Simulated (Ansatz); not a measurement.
This geometry of BFH5NSi (9 atoms, charge 0, multiplicity 1) is a first-order saddle point.

Method: RKS B3LYP-D4/cc-pVDZ (Ansatz 0.2.0).

```xyz
9
Properties=species:S:1:pos:R:3
F 0.325 1.930 -1.321
B 0.853 0.709 -1.117
N 0.674 0.035 0.147
Si -0.834 -0.653 0.748
H 1.460 0.245 -2.053
H 1.311 0.358 0.877
H -1.529 -1.252 -0.430
H -0.501 -1.707 1.754
H -1.759 0.336 1.395
```

**Question.** Which two structures does it join? (They come from a converged band through this point; their orientation in space is the band's.)

**Answer.** No bond is made or broken. The dihedral F1–B2–N3–Si4 goes from 0 to 180°.

First end point:

```xyz
9
Properties=species:S:1:pos:R:3
F 0.598 -0.296 -1.999
B 1.009 0.581 -1.053
N 0.399 0.520 0.209
Si -0.884 -0.614 0.698
H 1.876 1.372 -1.328
H 0.721 1.186 0.906
H -2.101 -0.438 -0.149
H -0.414 -2.027 0.598
H -1.205 -0.285 2.119
```

Last end point:

```xyz
9
Properties=species:S:1:pos:R:3
F 2.086 1.191 -1.358
B 0.861 0.683 -1.098
N 0.599 0.141 0.172
Si -0.919 -0.575 0.738
H 0.025 0.712 -1.964
H 1.378 0.169 0.830
H -1.891 -0.501 -0.388
H -0.702 -1.997 1.145
H -1.438 0.177 1.923
```

**Question.** How far does it lie above each of them?

**Answer.** 0.86 eV above the first and 0.88 eV above the second. This is the barrier of this one path; another mechanism may lie lower.

Time of the run: 8.4 min on 1 thread of Arm Neoverse V2 (shared host), peak memory 0.16 GiB.
